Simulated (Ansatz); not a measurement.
Basis-set extrapolation for C2H10N2Si (`NCC[SiH2]N`) (PBE0-D4/def2-TZVP geometry, frozen core, Ansatz). Multiplicity 1, RHF reference.

```csv
,def2-TZVPP,def2-QZVPP
HF,-479.505820,-479.524707
MP2 correlation,-0.910254,-0.972778
CCSD(T) correlation,-1.000291,not run
```

Energies in hartree. Use E(X) = E(∞) + A·exp(−7.88·√X) for Hartree–Fock and E(X) = E(∞) + B·X^(−2.97) for correlation, with X = 3 and 4, and add CCSD(T) minus MP2 of the smaller set to the MP2 limit.

What is the CCSD(T) energy at the basis-set limit?

HF limit: -479.524707 + (-0.018887) × 0.13774 = -479.52731. MP2 limit: -0.972778 + (-0.062524) × 0.74074 = -1.01909. Higher-order term: -1.000291 − (-0.910254) = -0.09004. Total: -480.63644 hartree, 81.8 kcal/mol below CCSD(T)/def2-TZVPP.
